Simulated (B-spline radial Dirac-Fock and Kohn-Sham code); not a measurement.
# The L3 (2p3/2) hole of chromium ions: width and yield against charge

Level of theory: independent-particle radiative and Coulomb Auger rates from relativistic LDA hole-state orbitals, with Dirac-Fock energies; a B-spline atomic structure program. Tabulated ground configurations, configuration averages; single configurations, so decays that open only by mixing (as 1s 2s² with 1s 2p² in Be-like ions) are missing and such tiny yields are far too low.

```csv
ion,configuration,radiative (eV),non-radiative (eV),yield
Cr,[Ar] 3d5 4s1,0.00106,0.331,0.00321
Cr⁺,[Ar] 3d5,0.00108,0.332,0.00325
Cr²⁺,[Ar] 3d4,0.00100,0.331,0.00301
Cr³⁺,[Ar] 3d3,0.000870,0.326,0.00266
Cr⁴⁺,[Ar] 3d2,0.000686,0.318,0.00215
Cr⁵⁺,[Ar] 3d1,0.000445,0.311,0.00143
Cr⁶⁺,[Ne] 3s2 3p6,0.000142,0.305,0.000466
Cr⁹⁺,[Ne] 3s2 3p3,0.000170,0.102,0.00167
Cr¹⁰⁺,[Ne] 3s2 3p2,0.000180,0.0518,0.00347
Cr¹¹⁺,[Ne] 3s2 3p1,0.000191,0.0180,0.0105
Cr¹²⁺,[Ne] 3s2,0.000202,0.00410,0.0471
Cr¹³⁺,[Ne] 3s1,0.000105,0,1.00
```

Values without a named source are computed, but for edge energies of neutral atoms, which are taken from tables.
